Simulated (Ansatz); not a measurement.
`F[SiH2][O][ZnH]` → F• + 3 H• + O• + Si• + Zn (atom)  (atomization)

Calculated with Ansatz (gas phase, PBE0-D4/def2-TZVP geometries, no zero-point term in ΔE). CCSD(T)/CBS is the MP2 limit (def2-TZVPP, def2-QZVPP) plus CCSD(T) − MP2 in def2-TZVPP, frozen cores. This one scheme is used for every species, atoms too. Functionals use def2-TZVPP. Open shells (•) are unrestricted, without spin–orbit coupling. Spin–orbit coupling would lower the free atoms: a little for F, O, Si. Bonds to Zn are less sure, by a few kJ/mol each and by 10 to 20 or more in all where they break to atoms, as the def2 sets lack core-valence functions. Scalar relativity is left out up to krypton. Each species was taken in one conformer, which may not be the lowest.

`F[SiH2][O][ZnH]`:

Cartesian coordinates in Å:
```
F -0.220 -0.209 -1.896
Si -1.012 -0.131 -0.502
O 0.017 0.066 0.711
Zn 1.730 0.249 1.128
H -1.934 1.026 -0.612
H -1.753 -1.409 -0.371
H 3.172 0.408 1.543
```

CCSD(T)/CBS gives +23.46 eV.

Task: Another level gave +22.62 eV. Which?
A. BHLYP/def2-TZVPP
B. ωB97M-V/def2-TZVPP
C. BLYP/def2-TZVPP
D. SCS-MP2/def2-TZVPP

Result: C. BLYP 22.62, SCS-MP2/def2-TZVPP 23.25, ωB97M-V 23.32, BHLYP 22.22 eV.

Largest T1 diagnostic among the species: 0.017.

In def2-TZVPP, CCSD(T) changes the Hartree–Fock value by +5.66 eV (the triples alone add +0.31 eV) and MP2 by +6.38 eV; breaking electron pairs costs correlation energy, which Hartree–Fock lacks. From PBE to PBE0 (25 % exact exchange), in def2-TZVPP and without D4, ΔE moves by −0.36 eV: exact exchange takes away binding that semilocal exchange gives to molecules.

For atomizations the MP2-based limit and the directly extrapolated one differ by several kJ/mol either way, and by 10 to 25 for some Ge, Se and Sn compounds, so smaller differences from it don't rank the levels.
